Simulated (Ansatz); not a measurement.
Stepwise reaction of `C[O][GeH2][OH]` with hydrogen chloride, as a gas-phase model of exchange steps in deposition or etching. ΔE in kJ/mol.

Calculated with Ansatz (gas phase, PBE0-D4/def2-TZVP geometries, no zero-point term in ΔE). CCSD(T)/CBS adds triple-zeta CCSD(T) − MP2 to the extrapolated MP2 energy (def2 sets, frozen cores). This one scheme is used for every species. Functionals use def2-TZVPP. B3LYP here is the variant with VWN-RPA as its local correlation; programs differ in this. For Ge outer-core shells are correlated without core-valence functions, which leaves a few kJ/mol of doubt a bond. Scalar relativity is left out up to krypton. One conformer a species, not always the lowest.

| step | reaction | PBE-D4 | B3LYP-D4 | ωB97M-V | CCSD(T)/CBS |
| --- | --- | --- | --- | --- | --- |
| 1 | `C[O][GeH2][OH]` + HCl → `C[O][GeH]([OH])[Cl]` + H₂ | -75.4 | -75.3 | -74.9 | -73.3 |
| 2 | `C[O][GeH]([OH])[Cl]` + HCl → `C[O][Ge]([OH])([Cl])[Cl]` + H₂ | -53.6 | -53.7 | -53.0 | -51.4 |

(1) By hand: ΔE of the 2 steps together at CCSD(T)/CBS.

## Answers

(1) (-73.3) + (-51.4) = -124.7 kJ/mol, or -62.3 kJ/mol a step.

In ΔE each step is higher than the one before. All are downhill at CCSD(T)/CBS. PBE-D4 differs from CCSD(T)/CBS by -2.2 to -2.1 kJ/mol a step. Isolated molecules leave out the surface, adducts and barriers. Largest T1 diagnostic: 0.012.
